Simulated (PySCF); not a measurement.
**The first ionisation energy along group 6**

Calculated with PySCF 2.14 from differences of total energies of unrestricted determinants, without spin-orbit coupling. Values in eV. The last column holds reference values (NIST; (s) semi-empirical, (t) theoretical, else measured). Unmarked ones compare directly (S terms, centres of terms, or small fine structure); those marked * lie between the lowest fine-structure levels and include a spin-orbit shift.

```tsv
element	configurations	LDA	PBE0	r2SCAN	SCS-MP2 (valence)	CCSD (valence)	CCSD(T) (valence)	reference
Cr (x2c-TZVPPall, spin-free X2C)	[Ar] 3d5 4s1 → [Ar] 3d5	7.619	7.065	7.367	6.174	6.506	6.537	6.767
Mo (x2c-TZVPPall, spin-free X2C)	[Kr] 4d5 5s1 → [Kr] 4d5	7.716	7.194	7.476	6.432	6.810	6.840	7.092
W (x2c-TZVPPall, spin-free X2C)	[Xe] 4f14 5d4 6s2 → [Xe] 4f14 5d4 6s1	8.048	7.412	7.278	6.950	6.919	7.040	7.825
```

```json
{"method": "LDA", "elements": "3", "mean error (eV)": "0.566", "mean absolute error (eV)": "0.566", "largest error (eV)": "0.853"}
{"method": "PBE0", "elements": "3", "mean error (eV)": "-0.005", "mean absolute error (eV)": "0.271", "largest error (eV)": "-0.413"}
{"method": "r2SCAN", "elements": "3", "mean error (eV)": "0.146", "mean absolute error (eV)": "0.510", "largest error (eV)": "0.601"}
{"method": "SCS-MP2 (valence)", "elements": "3", "mean error (eV)": "-0.709", "mean absolute error (eV)": "0.709", "largest error (eV)": "-0.875"}
{"method": "CCSD (valence)", "elements": "3", "mean error (eV)": "-0.483", "mean absolute error (eV)": "0.483", "largest error (eV)": "-0.907"}
{"method": "CCSD(T) (valence)", "elements": "3", "mean error (eV)": "-0.422", "mean absolute error (eV)": "0.422", "largest error (eV)": "-0.786"}
```

Errors include the incompleteness of the basis and the frozen core.

"Valence" correlates the outer s and p shells and, in groups 3 to 12 and the f block, the outer d or f shell, open or full, or the next shell where the ion has no valence electron left; the wider scheme adds the next inner shell.
